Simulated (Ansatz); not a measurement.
Basis sets compared for Si6W⁺. Total charge 1; doublet. Geometry PBE-D4/def2-SVP. Ansatz on 4 threads of Arm Neoverse V2 on a shared host; times are rough, and most runs start from earlier orbitals.

Cartesian coordinates in Å:
```
W -0.189 0.674 -0.923
Si -2.434 1.580 -1.065
Si 1.701 1.100 0.532
Si 2.241 -1.299 0.766
Si -0.034 -0.742 1.120
Si 0.786 -1.525 -1.214
Si -2.071 0.212 0.783
```

In the def2 sets W takes a core potential; there is no spin–orbit coupling. Another isomer (doublet) lies 1.45 eV lower at PBE0-D4/def2-TZVP; other spin states weren't run for this one.

| level | functions | energy (Eh) | HOMO (eV) | LUMO (eV) | wall time |
| --- | --- | --- | --- | --- | --- |
| PBE-D4/def2-SVP | 140 | -1802.3832 | -9.32 | -8.79 | 4.5 s |
| PBE0-D4/def2-SVP | 140 | -1802.4369 | -10.20 | -8.17 | 7.5 s |

(1) Estimate the rows for PBE-D4/def2-TZVP (with forces), PBE0-D4/def2-TZVP.

Answers

(1) 
```csv
level,functions,energy (Eh),HOMO (eV),LUMO (eV),wall time
PBE-D4/def2-TZVP (with forces),262,-1803.0057,-9.21,-8.66,9 s
PBE0-D4/def2-TZVP,262,-1803.0590,-10.08,-7.99,29 s
```
